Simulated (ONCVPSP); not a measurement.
## molybdenum (Mo), ONCV: configuration errors across variants

Mo (Z = 42), optimised norm-conserving Vanderbilt (ONCV), made with ONCVPSP 4.0.1 (PBE, fully relativistic). Core [Ar] 3d10, reference 4s2 4p6 4d5 5s1. Waves: 4s+5s: rc 1.75 bohr, ncon 5, nbas 8, qcut 6.8 1/bohr, 2 projectors; 4p: rc 1.90 bohr, ncon 4, nbas 7, qcut 7.4 1/bohr, 1 projector; 4d: rc 1.75 bohr, ncon 3, nbas 7, qcut 7.8 1/bohr, local. Local part: the d channel. Core correction: Teter function, fcfact 5.25, rcfact 1.4.

Open shells are filled in proportion to 2j + 1.

All-electron excitation energies from the reference (eV): (1) 4s2 4p6 4d5 5s0 6.891; (2) 4s2 4p6 4d4 5s0 22.352; (3) 4s2 4p6 4d3 5s0 49.093; (4) 4s2 4p6 4d5 5s0.5 2.727.

4 further variants failed, have other tests or another functional or relativity, and are left out.

A true bound ghost makes a file unfit for plane-wave use even where its test errors are small: the radial tests pick states by their node count and pass the ghost by.

Errors AE − PS in meV (a dash: test not solved or not reliable):

```csv
change,(1),(2),(3),(4),bound ghosts,GHOST(+) flags above zero
base,-0.5,+0.1,+6.9,-0.1,none,s
"core correction Teter function, fcfact 7.6, rcfact 1.4",-0.6,+0.1,+7.0,-0.1,none,s
p: nproj 3,-0.9,-0.4,+5.6,-0.2,p3/2,s
"all radii but the core radius scaled by about 0.84 (s 1.48, p 1.60, d 1.48 bohr)",-0.4,+0.9,+6.5,-0.1,none,s
"core correction Teter function, fcfact 2.25, rcfact 1.35",-0.5,+0.1,+6.3,-0.1,none,s
```

**Question.** Give the same row for: d: qcut 6.2.

**Answer.** -0.3, -3.2, -1.7, 0.0; bound ghosts: none; GHOST(+) flags above zero: s.
